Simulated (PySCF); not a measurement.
**Electron correlation in Mo²⁺ (molybdenum, charge +2)**

[Kr] 4d3 5s1, high-spin 5F determinant (an excited configuration). Calculation: PySCF 2.14, in x2c-QZVPPall; scalar relativity by spin-free X2C-1e. Frozen: [Kr]; 4 electrons correlated.

| level | correlation energy (mhartree) |
| --- | --- |
| CCSD | -35.22 |
| (T) | -0.41 |
| CCSD(T) | -35.63 |

Diagnostics: T1 = 0.0037, D1 = 0.0102, largest double amplitude 0.018.

Cost of the coupled-cluster step: roughly 8 core-seconds, for 4 correlated electrons.

Iterations:

```
CC2 = 0
CCSD nocc = (np.int64(4), np.int64(0)), nmo = (93, 93)
frozen orbitals [[0, 1, 2, 3, 4, 5, 6, 7, 8, 9, 10, 11, 12, 13, 14, 15, 16, 17], [0, 1, 2, 3, 4, 5, 6, 7, 8, 9, 10, 11, 12, 13, 14, 15, 16, 17]]
max_cycle = 100
direct = 0
conv_tol = 1e-08
conv_tol_normt = 1e-06
diis_space = 8
diis_start_cycle = 0
Init t2, MP2 energy = -0.0296994418263856
Init E_corr(UCCSD) = -0.0296994418322791
cycle = 1  E_corr(UCCSD) = -0.0341475110838789  dE = -0.00444806925  norm(t1,t2) = 0.0192552
cycle = 2  E_corr(UCCSD) = -0.0349616750147057  dE = -0.000814163931  norm(t1,t2) = 0.00539415
cycle = 3  E_corr(UCCSD) = -0.0352326382594712  dE = -0.000270963245  norm(t1,t2) = 0.00199163
cycle = 4  E_corr(UCCSD) = -0.0352147688587739  dE = 1.78694007e-05  norm(t1,t2) = 0.000431175
cycle = 5  E_corr(UCCSD) = -0.0352179675507375  dE = -3.19869196e-06  norm(t1,t2) = 0.000119
cycle = 6  E_corr(UCCSD) = -0.0352178971553133  dE = 7.03954242e-08  norm(t1,t2) = 1.51734e-05
cycle = 7  E_corr(UCCSD) = -0.0352179054456777  dE = -8.29036438e-09  norm(t1,t2) = 3.25899e-06
cycle = 8  E_corr(UCCSD) = -0.0352178866787827  dE = 1.87668949e-08  norm(t1,t2) = 5.13389e-07
cycle = 9  E_corr(UCCSD) = -0.0352178893539663  dE = -2.67518359e-09  norm(t1,t2) = 9.25849e-08
UCCSD converged
E(UCCSD) = -4045.348782205855  E_corr = -0.03521788935396634
UCCSD(T) correction = -0.000412750375166644
```
